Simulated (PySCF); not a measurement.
SMILES N#Cc1cccc([SiH3])c1, singlet (GFN2-xTB optimised geometry):

```
16

N     -2.612    -2.779    -0.002
C     -2.047    -1.782    -0.001
C     -1.345    -0.554     0.000
C     -2.047     0.651     0.000
C     -1.343     1.840     0.001
C      0.042     1.830     0.001
C      0.762     0.637     0.000
Si     2.653     0.636     0.028
C      0.050    -0.554     0.000
H     -3.127     0.643    -0.001
H     -1.877     2.779     0.000
H      0.578     2.768     0.000
H      3.127    -0.587    -0.619
H      3.123     1.821    -0.692
H      3.098     0.683     1.423
H      0.574    -1.500    -0.002
```

Method: B3LYP/def2-TZVP (PySCF 2.14.0).

### Question
What are the frontier orbital energies and the dipole moment?

### Answer
HOMO-2 -9.06 eV, HOMO-1 -7.87 eV, HOMO -7.63 eV, LUMO -1.87 eV, LUMO+1 -1.36 eV; dipole moment 4.48 D.

Meta-Löwdin charges at B3LYP/def2-TZVP: N1 -0.22, C2 0.11, C3 -0.02, C4 -0.09, C5 -0.11, C6 -0.09, C7 -0.22, Si8 0.52, C9 -0.09, H10 0.13, H11 0.13, H12 0.12, H13 -0.10, H14 -0.10, H15 -0.10, H16 0.13.
